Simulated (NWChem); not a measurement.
System: disilicic acid (Si2H6O7); SMILES [Si](O)(O)(O)O[Si](O)(O)O

NWChem input:

```
start job
memory heap 200 mb stack 900 mb global 1100 mb
geometry units angstroms noautosym nocenter noautoz
  O      1.056424    -2.537310     0.884469
  Si    -0.012521    -1.480777     0.211523
  O      0.195810    -1.517024    -1.419070
  O     -1.514057    -1.880536     0.743844
  O      0.236812     0.076594     0.727714
  Si     0.018427     1.557821     0.065650
  O      1.230981     2.546930     0.573831
  O     -0.003243     1.275984    -1.574228
  O     -1.400819     2.307468     0.402142
  H      1.843257    -2.697157     0.355321
  H      0.085556    -0.642160    -1.828778
  H     -1.703942    -2.822355     0.771814
  H      2.057161     2.110127     0.800339
  H     -0.426041     1.951791    -2.113332
  H     -1.454219     2.767949     1.244464
end
basis spherical
  * library 6-31g*
end
dft
  xc pbe0
  iterations 150
end
cosmo
  do_cosmo_smd true
  solvent acetntrl
end
task dft energy
```

NWChem printed, in part:

```
             Northwest Computational Chemistry Package (NWChem) 7.3.0
             --------------------------------------------------------

                             Geometry "geometry" -> ""
                             -------------------------

 Output coordinates in angstroms (scale by  1.889725989 to convert to a.u.)

  No.       Tag          Charge          X              Y              Z
 ---- ---------------- ---------- -------------- -------------- --------------
    1 O                    8.0000     1.05642400    -2.53731000     0.88446900
    2 Si                  14.0000    -0.01252100    -1.48077700     0.21152300
    3 O                    8.0000     0.19581000    -1.51702400    -1.41907000
    4 O                    8.0000    -1.51405700    -1.88053600     0.74384400
    5 O                    8.0000     0.23681200     0.07659400     0.72771400
    6 Si                  14.0000     0.01842700     1.55782100     0.06565000
    7 O                    8.0000     1.23098100     2.54693000     0.57383100
    8 O                    8.0000    -0.00324300     1.27598400    -1.57422800
    9 O                    8.0000    -1.40081900     2.30746800     0.40214200
   10 H                    1.0000     1.84325700    -2.69715700     0.35532100
   11 H                    1.0000     0.08555600    -0.64216000    -1.82877800
   12 H                    1.0000    -1.70394200    -2.82235500     0.77181400
   13 H                    1.0000     2.05716100     2.11012700     0.80033900
   14 H                    1.0000    -0.42604100     1.95179100    -2.11333200
   15 H                    1.0000    -1.45421900     2.76794900     1.24446400

 Effective nuclear repulsion energy (a.u.)     736.3711587405

                                 NWChem DFT Module
                                 -----------------

 Summary of "ao basis" -> "ao basis" (spherical)
 ------------------------------------------------------------------------------
       Tag                 Description            Shells   Functions and Types
 ---------------- ------------------------------  ------  ---------------------
 O                           6-31g*                  6       14   3s2p1d
 Si                          6-31g*                  8       18   4s3p1d
 H                           6-31g*                  2        2   2s

 in cosmo_initialize ...
 calling solv_data for solv:acetntrl

 solvent parameters
 solvname_short: acetntrl
 solvname_long:  acetonitrile
 dielec:       35.6880
 dielecinf:     1.8069
 nonaqueous SMD model solvent descriptors
 dielec:       35.6880
 sola:          0.0700
 solb:          0.3200
 solc:          0.0000
 solg:         41.2500
 solh:          0.0000
 soln:          1.3442

          ---------------
          -cosmo- solvent
          ---------------
 Cosmo: York-Karplus, doi: 10.1021/jp992097l
 dielectric constant -eps-     =  35.69
 screen = (eps-1)/(eps    )    =   0.97198
 surface charge correction     = lagrangian

   van der Waals surface
 --------------------------

[...]

                                COSMO-SMD solvation results
                                ---------------------------

             internal energy in gas <Psi(g)|H|Psi(g)> =     -1108.693814418871
         internal energy in solvent <Psi(s)|H|Psi(s)> =     -1108.692466006660
                               delta internal energy  =         0.001348412211 (    0.85 kcal/mol)
   total free energy in solvent <Psi(s)|H+V/2|Psi(s)> =     -1108.715721820309
 polarization energy contribution <Psi(s)|V/2|Psi(s)> =        -0.023255813649 (  -14.59 kcal/mol)
    total free energy in solvent including G(SMD-CDS) =     -1108.718157554340
                       G(SMD-CDS) energy contribution =        -0.002435734031 (   -1.53 kcal/mol)
     1 M fixed-concentration free energy of solvation =        -0.024343135469 (  -15.28 kcal/mol)

                       DFT Final Molecular Orbital Analysis
                       ------------------------------------

 Vector   43  Occ=2.000000D+00  E=-3.315021D-01
              MO Center=  1.0D-01, -7.4D-03,  3.8D-01, r^2= 7.1D+00
   Bfn.  Coefficient  Atom+Function         Bfn.  Coefficient  Atom+Function
  ----- ------------  ---------------      ----- ------------  ---------------
     4      0.296900   1 O  py              124      0.263943   9 O  py
     8      0.226079   1 O  py               97     -0.211241   7 O  pz
    63     -0.199199   5 O  px              128      0.198035   9 O  py
     3      0.178704   1 O  px              110     -0.161732   8 O  py
   101     -0.160448   7 O  pz               67     -0.152458   5 O  px

 Vector   44  Occ=2.000000D+00  E=-3.285417D-01
              MO Center=  4.7D-01,  1.3D+00, -7.8D-03, r^2= 4.7D+00
   Bfn.  Coefficient  Atom+Function         Bfn.  Coefficient  Atom+Function
  ----- ------------  ---------------      ----- ------------  ---------------
    97      0.388700   7 O  pz              101      0.300580   7 O  pz
   109      0.299859   8 O  px              113      0.236398   8 O  px
    63     -0.209365   5 O  px              110      0.170640   8 O  py
     4      0.159982   1 O  py               67     -0.160159   5 O  px
   114      0.131655   8 O  py              125     -0.131153   9 O  pz

 Vector   45  Occ=2.000000D+00  E=-3.164264D-01
              MO Center= -2.9D-01, -1.4D+00, -4.2D-01, r^2= 3.4D+00
   Bfn.  Coefficient  Atom+Function         Bfn.  Coefficient  Atom+Function
  ----- ------------  ---------------      ----- ------------  ---------------
    35      0.463114   3 O  px               39      0.358288   3 O  px
    51     -0.359128   4 O  pz               55     -0.277176   4 O  pz
     5      0.137366   1 O  pz               63     -0.126771   5 O  px
    65      0.123268   5 O  pz               67     -0.104523   5 O  px
     9      0.102560   1 O  pz               69      0.096030   5 O  pz

 Vector   46  Occ=0.000000D+00  E= 3.867580D-02
              MO Center=  4.1D-02,  4.7D-01,  5.3D-02, r^2= 7.9D+00
   Bfn.  Coefficient  Atom+Function         Bfn.  Coefficient  Atom+Function
  ----- ------------  ---------------      ----- ------------  ---------------
    84      0.856448   6 Si s                24      0.750986   2 Si s
    66     -0.463468   5 O  s               112     -0.463380   8 O  s
    98     -0.440468   7 O  s               126     -0.426765   9 O  s
    52     -0.354341   4 O  s                 6     -0.352166   1 O  s
    38     -0.327825   3 O  s               144      0.314210  14 H  s

 Vector   47  Occ=0.000000D+00  E= 7.594417D-02
              MO Center= -1.5D-02, -6.6D-01,  3.1D-01, r^2= 1.1D+01
   Bfn.  Coefficient  Atom+Function         Bfn.  Coefficient  Atom+Function
  ----- ------------  ---------------      ----- ------------  ---------------
    24     -0.614598   2 Si s                 6      0.578867   1 O  s
    52      0.498851   4 O  s                26      0.476820   2 Si py
    98     -0.429644   7 O  s                86      0.407637   6 Si py
   126     -0.407107   9 O  s               136     -0.402896  10 H  s
   140     -0.370851  12 H  s                84      0.368706   6 Si s

 Vector   48  Occ=0.000000D+00  E= 1.022996D-01
              MO Center= -2.5D-02,  1.2D+00, -4.7D-01, r^2= 7.0D+00
   Bfn.  Coefficient  Atom+Function         Bfn.  Coefficient  Atom+Function
  ----- ------------  ---------------      ----- ------------  ---------------
   112      0.727731   8 O  s                87      0.641933   6 Si pz
   144     -0.633166  14 H  s                66     -0.332194   5 O  s
    98     -0.299148   7 O  s               138     -0.286559  11 H  s
    38      0.282691   3 O  s               142      0.250655  13 H  s
    27      0.215455   2 Si pz               25      0.206145   2 Si px

     Multipole analysis of the density
     ---------------------------------

     L   x y z        total         alpha         beta         nuclear
     -   - - -        -----         -----         ----         -------
     0   0 0 0     -0.000000    -45.000000    -45.000000     90.000000

     1   1 0 0      0.606143      1.342685      1.342685     -2.079228
     1   0 1 0      0.485300     -3.464670     -3.464670      7.414640
     1   0 0 1     -0.227491     -5.612721     -5.612721     10.997952

     2   2 0 0    -42.821346   -144.053487   -144.053487    245.285627
     2   1 1 0     -0.797850      2.777614      2.777614     -6.353079
     2   1 0 1      0.295201      2.457320      2.457320     -4.619438
     2   0 2 0    -42.144245   -560.333781   -560.333781   1078.523317
     2   0 1 1     -0.031132     22.012409     22.012409    -44.055950
     2   0 0 2    -45.841122   -141.110998   -141.110998    236.380874
```

Level: PBE0/6-31G* (spherical d), SMD on the gas-phase geometry. Structure relaxed at the PBE0/def2-SVP level. No frequency run checked for a minimum. Solvent: acetonitrile.
